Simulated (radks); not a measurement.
Neutral silicon, 14 electrons, occupied as [Ne] 3s2 3p2. Method: non-relativistic Kohn-Sham, LDA (Slater exchange, Perdew-Wang correlation), spin-polarised, spherical densities, point nucleus; open shells are filled with parallel spins first; computed with a radial shooting solver on a logarithmic mesh with Libxc functionals.

X-ray form factor f0, the Fourier transform of the density (f0(0) = 14):

| sin(theta)/lambda (1/angstrom) | f0 (electrons) |
|---|---|
| 0.05 | 13.449 |
| 0.1 | 12.172 |
| 0.15 | 10.809 |
| 0.2 | 9.696 |
| 0.25 | 8.861 |
| 0.3 | 8.215 |
| 0.4 | 7.167 |
| 0.5 | 6.201 |
| 0.6 | 5.279 |
| 0.8 | 3.733 |
| 1 | 2.698 |
| 1.25 | 1.968 |
| 1.5 | 1.599 |
| 2 | 1.259 |
